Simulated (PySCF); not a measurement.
## Working out the ionisation energy of C⁺

C⁺ [He] 2s2 2p1 (2P) → C²⁺ [He] 2s2 (1S). All numbers are calculated (PySCF 2.14, no relativity, point nucleus, in aug-cc-pVTZ). Frozen: 1s2. Energies in hartree (1 hartree = 27.21139 eV):

```json
{"part": "UHF", "C⁺ (lower)": "-37.294960", "C²⁺ (upper)": "-36.407465"}
{"part": "MP2 opposite-spin", "C⁺ (lower)": "-0.047523", "C²⁺ (upper)": "-0.043128"}
{"part": "MP2 same-spin", "C⁺ (lower)": "-0.003461", "C²⁺ (upper)": "0.000000"}
```

Q: What does Hartree-Fock give?

A: (-36.407465) − (-37.294960) = 0.887495 hartree = 24.150 eV.

Q: What do MP2 and SCS-MP2 (6/5 opposite-spin, 1/3 same-spin) give?

A: The opposite-spin parts differ by 0.120 eV and the same-spin parts by 0.094 eV. MP2: 24.150 + (0.120) + (0.094) = 24.364 eV. SCS-MP2: 24.150 + 1.2 × (0.120) + (0.094)/3 = 24.325 eV.

Measured between the centres of the two terms (NIST): 24.378 eV, so MP2 (valence) is off by -0.014 eV.

What remains against the reference includes basis incompleteness, the frozen core and correlation beyond second order.
